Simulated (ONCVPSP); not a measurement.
## Tl (Z = 81): one change to an ONCV potential, before and after

ONCVPSP 4.0.1 input, shortened (lines: element, Z, core and valence counts, functional; n l f; lmax; l rc ep ncon nbas qcut; lloc lpopt rc5 dvloc0; l nproj debl; icmod fcfact rcfact), PBE, scalar-relativistic:

```
  Tl 81.00   13    2        4      upf
    1    0    2.00
    2    0    2.00
    2    1    6.00
    3    0    2.00
    3    1    6.00
    3    2   10.00
    4    0    2.00
    4    1    6.00
    4    2   10.00
    4    3   14.00
    5    0    2.00
    5    1    6.00
    5    2   10.00
    6    0    1.50
    6    1    1.50
    1
    0    1.90    0.00    4    7    2.80
    1    1.90    0.00    4    8    3.80
    1    5    1.90    0.00
    0    3    3.10
    1    0    0.40
    1    0.40    0.00
```

Change: s: qcut 2.1; p: qcut 2.9.

Cutoffs: the cutoffs (Ha) at which the residual kinetic energy of the hardest occupied pseudo-wave falls to 1 and 0.1 mHa per electron; they do not see the model core or the augmentation charge, which bear on the density cutoff. Errors are all-electron minus pseudo energies relative to the spin-unpolarised reference configuration.

Problem. Predict the effect on cutoff, ghosts and configuration errors.

Solution. The potential gets neither clearly harder nor softer (43 Ha and 57 Ha → 46 Ha and 57 Ha); the bound ghost in s disappears; of the 4 tests that both files solve, the error grows in 1 and shrinks in 0 by more than 15 % and 0.3 meV (median size 6.4 → 6.7 meV).

```tsv
quantity	base	changed
cutoff, loose	43 Ha	46 Ha
cutoff, tight	57 Ha	57 Ha
loose cutoff by channel	s 11 Ha, p 43 Ha	s 22 Ha, p 46 Ha
bound ghosts	s	none
GHOST(+) flags under 300 eV	s at 292.1 eV	none
error for 6s2 6p1, meV [ΔE -3.65 eV]	-8.4	-8.7
error for 6s2 6p0, meV [ΔE 1.52 eV]	-4.4	-4.8
error for 6s1 6p0, meV [ΔE 22.30 eV]	-251	-251
error for 6s2 6p0.5, meV [ΔE -1.79 eV]	-1.3	-1.6
s: phases at 1.93 bohr within 0.05 rad from the reference energy up to (Ha; the scan ends near 5)	to the end of the scan	to the end of the scan
p: phases at 1.93 bohr within 0.05 rad from the reference energy up to (Ha; the scan ends near 5)	0.3	0.3
rms error of d²Exc/dni dnj with the model core, mHa	1.11	1.06
```

 A true bound ghost makes a file unfit for plane-wave use even where its test errors are small: the radial tests pick states by their node count and pass the ghost by.
